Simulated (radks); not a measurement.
Results of a calculation; reference values are marked as such.
Trend from Zr to Xe: ionisation energy by Delta-SCF between NIST ground configurations, and size. Code: a radial shooting solver on a logarithmic mesh with Libxc functionals. Model: scalar-relativistic Kohn-Sham, SCAN, spin-polarised, spherical densities, finite nucleus; open shells are filled with parallel spins first (spin-orbit coupling, left out, can overturn this in heavy ions); meta-GGA in the generalised Kohn-Sham scheme; Fermi nuclear charge, rms radius of each element as measured or else 0.836 A^(1/3) + 0.57 fm.

species      configuration  configuration of the ion  IE (eV)  NIST (eV)  kind  -e(HOMO) (eV)  outermost  <r> outermost (bohr)
Zr            [Kr] 4d2 5s2              [Kr] 4d2 5s1    6.148      6.634  exp.     4.135 (5s)         5s                  3.95
Nb            [Kr] 4d4 5s1                  [Kr] 4d4    7.402      6.759  exp.     3.859 (4d)         5s                  3.54
Mo            [Kr] 4d5 5s1                  [Kr] 4d5    7.677      7.092  exp.     4.791 (4d)         5s                  3.42
Ru            [Kr] 4d7 5s1                  [Kr] 4d7    7.901      7.361  exp.     3.525 (4d)         5s                  3.22
Rh            [Kr] 4d8 5s1                  [Kr] 4d8    7.980      7.459  exp.     4.866 (4d)         5s                  3.16
Pd               [Kr] 4d10                  [Kr] 4d9    8.965      8.337  exp.     4.063 (4d)         4d                  1.58
Ag           [Kr] 4d10 5s1                 [Kr] 4d10    8.014      7.576  exp.     5.138 (5s)         5s                  3.06
I        [Kr] 4d10 5s2 5p5         [Kr] 4d10 5s2 5p4   10.641     10.451  exp.     6.910 (5p)         5p                  2.48
Xe                    [Xe]         [Kr] 4d10 5s2 5p5   12.625     12.130  exp.     8.576 (5p)         5p                  2.30

Reference values: NIST Atomic Spectra Database (exp. = measured, semi-emp. = semi-empirical, theory = theoretical value adopted there). Open shells are spherical and high-spin; term and fine-structure splittings are not resolved. Spin-orbit splitting is averaged out at the scalar-relativistic level.
